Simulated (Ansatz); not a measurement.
Reaction (ligand exchange at a B–C bond): `BC1(B)C[SiH2]1` + `C=C[SiH2]N` → `BN[SiH2]C=C` + `BC1C[SiH2]1`

Gas-phase electronic energies from Ansatz, PBE0-D4/def2-TZVP geometries. CCSD(T)/CBS is the MP2 limit (def2-TZVPP, def2-QZVPP) plus CCSD(T) − MP2 in def2-TZVPP, frozen cores. Each species was taken in one conformer, which may not be the lowest.

```tsv
species	CCSD(T)/def2-TZVPP energy (Eh)
`BC1(B)C[SiH2]1`	-419.44322
`C=C[SiH2]N`	-424.00736
`BN[SiH2]C=C`	-449.42261
`BC1C[SiH2]1`	-394.06534
```

Problem. Work out ΔE.

Solution. ΔE = (-449.42261) + (-394.06534) − (-419.44322) − (-424.00736) = -0.03737 Eh = -98.1 kJ/mol. CCSD(T)/CBS gives -95.4 kJ/mol.

Largest T1 diagnostic among the species: 0.012.

The D4 term adds +4.7 kJ/mol with B3LYP and +2.5 kJ/mol with PBE0; it sums over pairs of atoms, weighted by their polarisabilities, and B3LYP, whose exchange is more repulsive, gets the larger term. From PBE to PBE0 (25 % exact exchange), in def2-TZVPP and without D4, ΔE moves by +3.6 kJ/mol.

B3LYP here is the variant with VWN-RPA as its local correlation; programs differ in this.
